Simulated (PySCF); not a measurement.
Electric field gradients and quadrupole coupling constants

C3H5F3OSSi.
Geometry (PBE0-D3(BJ)/def2-SVP, Å), atoms numbered from 1 in this order:
```xyz
14
C3H5F3OSSi angstrom
F      2.4149    0.3659   -1.2275
C      2.7665    0.4739    0.0513
F      2.4231    1.6969    0.4465
F      4.0870    0.3585    0.1341
S      2.0260   -0.8205    1.0898
C      0.3311   -0.4076    0.8817
C     -0.4124   -1.0656   -0.0258
O     -1.7113   -0.8867   -0.2580
Si    -2.7503    0.2164    0.4998
H     -0.0905    0.3633    1.5356
H      0.0372   -1.8360   -0.6627
H     -4.0683   -0.0068   -0.1432
H     -2.8015   -0.0714    1.9617
H     -2.2588    1.6045    0.2694
```

Field gradients from the PBE0/pcSseg-1 density (PySCF, non-relativistic), principal values in atomic units, ordered |Vxx| ≤ |Vyy| ≤ |Vzz|:

```tsv
atom	Vxx	Vyy	Vzz
S5	0.5815	2.5824	-3.1638
O8	-0.7292	-0.8319	1.5611
```

Question: Find the asymmetry η = (Vxx − Vyy)/Vzz and the couplings χ = eQV/h (234.96 MHz × Q in barn × V in au), with Q(33S) = −0.0678 b, Q(17O) = −0.0256 b.

Answer: 
```tsv
atom	environment	nucleus	η	χzz (MHz)	χxx (MHz)	χyy (MHz)
S5	sulfide sulfur	33S	0.63	50.40	-9.26	-41.14
O8	silyl ether oxygen	17O	0.07	-9.39	4.39	5.00
```

Question: What is Vzz at O8 in SI units (1 au = 9.71736 × 10²¹ V/m²)?

Answer: 1.5611 au = 15.170 × 10²¹ V/m².

Question: What couplings would deuterons (Q(2H) = 0.00286 b) have in place of the hydrogens, at this geometry?

Answer: 
| atom | bonded to | bond length (Å) | Vzz (au) | η | χzz (kHz) |
| --- | --- | --- | --- | --- | --- |
| H10 | C6 | 1.095 | 0.3020 | 0.14 | 203 |
| H11 | C7 | 1.096 | 0.2871 | 0.08 | 193 |
| H12 | Si9 | 1.483 | 0.1426 | 0.04 | 96 |
| H13 | Si9 | 1.491 | 0.1376 | 0.04 | 92 |
| H14 | Si9 | 1.491 | 0.1376 | 0.04 | 92 |

The structure is a single PBE0-D3(BJ)/def2-SVP conformer in the gas phase; no vibrational or solvent corrections. These gradients aren't converged with respect to the basis.
